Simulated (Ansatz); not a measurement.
`[SiH3][Ge]([Cl])([Cl])[Cl]` + `O[Si]Br` → `[SiH3]O[Si]Br` + `[Cl][GeH]([Cl])[Cl]`  (cleavage of the Si–Ge bond)

Isolated molecules relaxed with PBE0-D4/def2-TZVP in Ansatz; ΔE leaves out vibrations. CCSD(T)/CBS is the MP2 limit (def2-TZVPP, def2-QZVPP) plus CCSD(T) − MP2 in def2-TZVPP, frozen cores. Functionals use def2-TZVPP. B3LYP here is the variant with VWN-RPA as its local correlation; programs differ in this. HSE06 is defined as in plane-wave codes. For Br, Ge outer-core shells are correlated without core-valence functions, which leaves a few kJ/mol of doubt a bond. Scalar relativity is left out up to krypton. Each species was taken in one conformer, which may not be the lowest.

| level | ΔE (kcal/mol) | difference from CCSD(T)/CBS |
| --- | --- | --- |
| LDA (SPW92) | -11.6 | 4.8 |
| PBE-D4 | -10.6 | 5.8 |
| BLYP-D4 | -13.9 | 2.5 |
| r2SCAN-D4 | -14.8 | 1.6 |
| B97M-V | -16.9 | -0.5 |
| PBE0-D4 | -12.8 | 3.6 |
| B3LYP-D4 | -15.5 | 0.9 |
| r2SCANh-D4 | -15.2 | 1.2 |
| r2SCAN0-D4 | -15.7 | 0.7 |
| HSE06-D4 | -12.7 | 3.7 |
| BHLYP-D4 | -18.3 | -1.9 |
| ωB97X-V | -16.2 | 0.2 |
| ωB97M-V | -16.3 | 0.1 |
| B2PLYP | -16.9 | -0.5 |
| PBE-QIDH | -15.9 | 0.5 |
| PBE | -10.8 | 5.6 |
| revPBE | -10.5 | 5.9 |
| BLYP | -14.0 | 2.4 |
| r2SCAN | -14.9 | 1.5 |
| PBE0 | -13.0 | 3.4 |
| B3LYP | -15.7 | 0.7 |
| r2SCANh | -15.3 | 1.1 |
| r2SCAN0 | -15.9 | 0.5 |
| HSE06 | -12.9 | 3.5 |
| CAM-B3LYP | -17.6 | -1.2 |
| LC-ωPBE | -15.4 | 1.0 |
| HF/def2-SVP | -21.7 | -5.3 |
| MP2/def2-SVP | -18.3 | -1.9 |
| CCSD(T)/def2-SVP | -17.6 | -1.2 |
| HF/def2-TZVPP | -22.6 | -6.2 |
| MP2/def2-TZVPP | -17.6 | -1.2 |
| SCS-MP2/def2-TZVPP | -18.8 | -2.4 |
| CCSD/def2-TZVPP | -17.7 | -1.3 |
| CCSD(T)/def2-TZVPP | -16.9 | -0.5 |
| HF/def2-QZVPP | -23.2 | -6.8 |
| MP2/def2-QZVPP | -17.5 | -1.1 |
| SCS-MP2/def2-QZVPP | -18.8 | -2.4 |
| HF/CBS(def2) | -23.3 | -6.9 |
| MP2/CBS(def2) | -17.0 | -0.6 |
| CCSD/CBS(def2) | -17.2 | -0.8 |
| CCSD(T)/CBS | -16.4 | 0 |

Task: What do rigid-rotor, harmonic-oscillator terms from PBE0-D4/def2-TZVP frequencies (298.15 K, 1 bar) make of the CCSD(T)/CBS value? (Best estimate.)

Result: Computed: ΔZPE = -0.6 kcal/mol, ΔH = -17.4 kcal/mol, ΔS = -3 J/(mol·K), ΔG = -17.2 kcal/mol.

Largest T1 diagnostic among the species: 0.012.

From PBE to PBE0 (25 % exact exchange), in def2-TZVPP and without D4, ΔE moves by −2.2 kcal/mol. In def2-TZVPP, CCSD(T) changes the Hartree–Fock value by +5.7 kcal/mol (the triples alone add +0.8 kcal/mol) and MP2 by +5.0 kcal/mol. At CCSD(T), def2-SVP lies −1.2 kcal/mol from the extrapolated value and def2-TZVPP −0.5 kcal/mol.
